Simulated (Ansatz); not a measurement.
Z-matrix (Å, degrees):
```
C
C 1 1.505
H 1 1.094 2 108.9
H 1 1.092 2 111.5 3 -119.3
H 1 1.091 2 111.2 3 119.2
Cl 2 1.827 1 110.8 3 -179.3
B 2 1.562 1 118.8 3 -75.5
H 2 1.089 1 112.7 3 63.2
Cl 7 1.746 2 120.8 1 147.4
H 7 1.191 2 120.8 1 -32.6
```

Charge 0, multiplicity 1.

(1) List the PBE/def2-TZVPP orbital energies in eV (the Gaussian-basis code of Ansatz). (An estimate is asked.)

## Answers

(1) The calculation gave: Occupied: -2739.40, -2739.14, -270.51, -269.28, -249.93, -249.72, -190.69, -190.44, -190.40, -190.40, -190.29, -190.21, -178.31, -21.87, -20.83, -18.69, -15.49, -12.79, -11.64, -10.97, -10.56, -9.66, -9.11, -8.99, -8.57, -7.60, -7.50, -6.97. Lowest empty: -2.31, -0.55, 0.47, 1.18, 1.23, 1.81, 2.23, 2.43.
